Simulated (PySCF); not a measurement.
# Partial charges of `FC1=C[SiH2]C=C1`

C4H5FSi.
Atom-mapped SMILES: `[F:1][C:2]1=[CH:3][SiH2:4][CH:5]=[CH:6]1` (hydrogens: H7 on C3; H8, H9 on Si4; H10 on C5; H11 on C6)

Geometry (GFN2-xTB, Å), atoms numbered from 1 in this order:
```xyz
11
C4H5FSi angstrom
F      2.617    0.011    0.321
C      1.279   -0.045    0.157
C      0.588   -1.185    0.093
Si    -1.226   -0.737   -0.141
C     -0.759    1.095   -0.117
C      0.562    1.216    0.045
H      1.060   -2.147    0.169
H     -2.063   -1.126    0.993
H     -1.762   -1.174   -1.429
H     -1.404    1.952   -0.213
H      1.113    2.143    0.096
```

Density: PBE0/pcSseg-1 (PySCF); schemes: Mulliken, IAO, Hirshfeld and ESP-fitted. Geometry: GFN2-xTB; no solvent, vibrations or thermal averaging.

Problem. Give the atomic charges in each scheme.

Solution. In e:

```
atom         environment  Mulliken     IAO  Hirshfeld  ESP-fitted
  F1      vinyl fluorine    -0.274  -0.268     -0.087      -0.205
  C2  vinylic C–F carbon    +0.270  +0.300     +0.088      +0.402
  C3    alkene CH carbon    -0.448  -0.511     -0.183      -0.602
 Si4        SiH2 silicon    +0.752  +0.769     +0.344      +0.595
  C5    alkene CH carbon    -0.369  -0.419     -0.134      -0.439
  C6    alkene CH carbon    -0.140  -0.157     -0.049      -0.130
  H7    vinylic hydrogen    +0.123  +0.172     +0.046      +0.225
  H8       Si–H hydrogen    -0.071  -0.107     -0.065      -0.096
  H9       Si–H hydrogen    -0.071  -0.107     -0.065      -0.097
 H10    vinylic hydrogen    +0.118  +0.162     +0.047      +0.193
 H11    vinylic hydrogen    +0.112  +0.165     +0.057      +0.154
```

Mean size of the charges over all atoms: ESP-fitted 0.285 e, IAO 0.285 e, Mulliken 0.250 e, Hirshfeld 0.106 e. Each set sums to the total charge, 0, to within 0.001 e. The ESP scheme is a least-squares fit of atom-centred charges to the potential on four shells outside the van der Waals surface, with the total charge fixed.

Lowest charge. All schemes agree: Mulliken C3 (-0.448); IAO C3 (-0.511); Hirshfeld C3 (-0.183); ESP-fitted C3 (-0.602).

Highest charge. All schemes agree: Mulliken Si4 (+0.752); IAO Si4 (+0.769); Hirshfeld Si4 (+0.344); ESP-fitted Si4 (+0.595).

Problem. Sum the charges by element, for elements with more than one atom.

Solution. 
```csv
element,atoms,Mulliken,IAO,Hirshfeld,ESP-fitted
C,4,-0.687,-0.787,-0.278,-0.770
H,5,+0.210,+0.285,+0.021,+0.380
```

Problem. How many electrons does the Hirshfeld scheme count on Si4?

Solution. Z − q = 14 − (+0.344) = 13.656.

Problem. How closely do the schemes follow one another over all atoms?

Solution. Correlation coefficient and root-mean-square difference: Mulliken with IAO 1.00, 0.040 e; Mulliken with Hirshfeld 0.99, 0.186 e; IAO with Hirshfeld 0.98, 0.214 e; IAO with ESP-fitted 0.98, 0.073 e; Mulliken with ESP-fitted 0.96, 0.093 e; Hirshfeld with ESP-fitted 0.94, 0.216 e.
